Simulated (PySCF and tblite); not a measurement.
Conformer ensemble of C7H5NO2, numbered as in [CH:1]#[C:2][c:3]1[cH:4][n+:5]([O-:6])[cH:7][cH:8][c:9]1[OH:10]

Conformers came from 60 starts (ETKDG and KDG, MMFF94s, GFN2-xTB); geometries are GFN2-xTB. Weights use PBE0-D3(BJ)/pcSseg-1 energies plus GFN2-xTB zero-point and thermal terms (modes under about 100 cm⁻¹ blended into free rotors). Symmetry numbers and mirror images are counted. Conformers within 2.5 kcal/mol (GFN2-xTB free energy) were kept, 4 at most. GIAO shieldings: PBE0/pcSseg-1. Couplings: B3LYP/6-31G* with pcJ-1 on H (gas phase; spin-dipole term only for pairs with B, N, F, Si or P). Couplings are for ¹H. H–H couplings come out 0.1 to 0.9 Hz lower than with pcJ-1 on all atoms. Shifts are against TMS (¹H), TMS (¹³C), NH3 (¹⁵N) at the same level. Run with PySCF (density fitting) and tblite.

Torsions listed: C3–C9–O10–H10.

```tsv
conformer	shape	symmetry	E(GFN2) kcal/mol	E(DFT) kcal/mol	G(298.15 K) kcal/mol	weight %	dipole D
1	0°	Cs	0.00	0.00	0.00	99.8	4.38
2	180°	Cs	1.74	3.66	3.62	0.2	4.69
```

Weights (%) against temperature:

| T (K) | 1 | 2 | S(mix) cal/mol/K |
| --- | --- | --- | --- |
| 250 | 99.9 | 0.1 | 0.01 |
| 298.15 | 99.8 | 0.2 | 0.03 |
| 350 | 99.4 | 0.6 | 0.07 |

Averaged shifts at 298.15 K. ¹H: 8.31 (H4, 1H), 8.18 (H7, 1H), 7.00 (H8, 1H), 3.21 (H1, 1H) ppm. ¹³C: 159.0 (C9), 147.0 (C4), 146.8 (C7), 118.5 (C8), 111.1 (C3), 96.6 (C1), 79.3 (C2) ppm. ¹⁵N: 323.5 (N5) ppm.

Averaged couplings (Hz): ³J(H7,H8) 8.6.

Coordinates of conformer 1 (Å):

```xyz
15

C     3.148    0.666   -0.144
C     1.958    0.530   -0.066
C     0.568    0.261    0.002
C    -0.331    1.273    0.292
N    -1.661    1.055    0.365
O    -2.455    1.993    0.630
C    -2.118   -0.203    0.145
C    -1.277   -1.248   -0.146
C     0.098   -1.044   -0.227
O     0.918   -2.078   -0.515
H     4.181    0.843   -0.199
H    -0.008    2.287    0.473
H    -3.188   -0.321    0.216
H    -1.674   -2.235   -0.316
H     1.835   -1.771   -0.532
```

Other tautomers (keto or thione forms) aren't considered and may dominate. H on N, O and S are left out: they exchange, and hydrogen bonds move them by several ppm. Unscaled ¹⁵N shifts at such levels can be off by tens of ppm; differences between conformers or isomers are more reliable. Shifts are unscaled: against experiment ¹³C can be off by 15 ppm or more and ¹H by 0.8 ppm.

Search and properties took 110 s on 1 thread of Arm Neoverse V1, on a host shared with other jobs (rough), launched as `OMP_NUM_THREADS=1 python ens_run.py task.json out`.


¹⁵N shifts are against a computed isolated NH3 molecule, about 20 ppm from the liquid.

Conformer gaps in pcSseg-1 on xTB geometries can be 2 kcal/mol off for S=O, P=O and other polar bonds.